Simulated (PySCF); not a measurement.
CH6O2Si2, SMILES C(=O)([SiH3])[SiH2]O. Heavy atoms are numbered as in [O:1]=[C:2]([SiH3:3])[SiH2:4][OH:5]. Hydrogens are named by the atom that carries them.

Geometry: B3LYP-D3(BJ)/def2-SVP. The geometry has at least one imaginary mode, so it is a saddle point at that level. This is a generated structure with no PubChem entry under its InChIKey; it may be hypothetical. Other conformers were not sampled.

The numbers are results of PySCF with HF/pcSseg-1, not measurements.

GIAO shieldings, no solvent; atoms alike by connectivity are averaged. δ = σ(ref) − σ: ¹⁷O against H2O (σ = 333.0 ppm); ¹³C against TMS (σ = 192.6 ppm); ²⁹Si against TMS (σ = 393.8 ppm); ¹H against TMS (σ = 31.99 ppm), references at their B3LYP-D3(BJ)/def2-TZVP geometries, non-relativistic.

| atoms | nucleus | count | δ (ppm) |
|---|---|---|---|
| O1 | ¹⁷O | 1 | 1170.1 |
| O5 (OH) | ¹⁷O | 1 | -17.6 |
| C2 | ¹³C | 1 | 317.0 |
| Si4 (SiH2) | ²⁹Si | 1 | … |
| Si3 (SiH3) | ²⁹Si | 1 | … |
| H on Si4 | ¹H | 2 | … |
| H on Si3 | ¹H | 3 | 4.30 |
| H on O5 | ¹H | 1 | … |

### Question
Complete the blanks. (Estimate from the structure and the level; the computed values follow.)

### Answer

- H on Si4, δ (ppm): 4.77
- Si4 (SiH2), δ (ppm): -46.4
- H on O5, δ (ppm): 3.82
- Si3 (SiH3), δ (ppm): -71.0
